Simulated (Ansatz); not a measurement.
System: CH5BN, charge 0, doublet. CH5BN (SMILES B[N]C, doublet).
B3LYP-D3(BJ)/def2-TZVP minimum from Ansatz (an electronic-structure program):
```
N
B 1 1.3326
C 1 1.3964 2 164.26
H 3 1.0946 1 112.10 2 -118.36
H 3 1.0946 4 109.24 1 124.87
H 3 1.1014 4 107.10 5 115.67
H 2 1.2003 1 121.36 3 -180.00
H 2 1.2072 7 119.74 1 -180.00
```
Charge 0, spin multiplicity 2.

Wanted: atomisation energy (electronic, to ground-state atoms), in kcal/mol. UHF or UKS for unpaired electrons; spin-orbit terms are left out. CBS(X,Y): correlation extrapolated as X^-3, Hartree-Fock from the larger set. A bracket is a step between two methods taken in the basis named. Functionals run without relativity, which enters their misses. Double hybrids freeze cores in their MP2 part. 'core' is core correlation in cc-pwCVTZ, 'X2C' scalar relativity in cc-pVTZ-DK, both at CCSD(T). For partners of very few electrons the exact lower level stands in for a higher one.

CCSD(T)/CBS(cc-pVTZ,cc-pVQZ) + [CCSDT(Q) - CCSD(T)]/cc-pVDZ + core + X2C (Ansatz) gives 674.2 kcal/mol.

Question: How far off this value is PBE/def2-TZVPD (Ansatz), in which direction, and which of these levels come nearer: B3LYP/def2-TZVPD, PBE0/def2-TZVPD, wB97M-V/def2-TZVPD, B2PLYP/def2-TZVPD, CCSD(T)/CBS(cc-pVTZ,cc-pVQZ) + core + X2C?

Answer: PBE gives 694.1 kcal/mol, 19.9 kcal/mol above it. Differences of the others: B3LYP/def2-TZVPD (Ansatz) 7.9; PBE0/def2-TZVPD (Ansatz) 6.5; wB97M-V/def2-TZVPD (Ansatz) 4.8; B2PLYP/def2-TZVPD (Ansatz) -3.0; CCSD(T)/CBS(cc-pVTZ,cc-pVQZ) + core + X2C (Ansatz) -0.8 kcal/mol. Nearer than PBE: B3LYP/def2-TZVPD, PBE0/def2-TZVPD, wB97M-V/def2-TZVPD, B2PLYP/def2-TZVPD, CCSD(T)/CBS(cc-pVTZ,cc-pVQZ) + core + X2C.
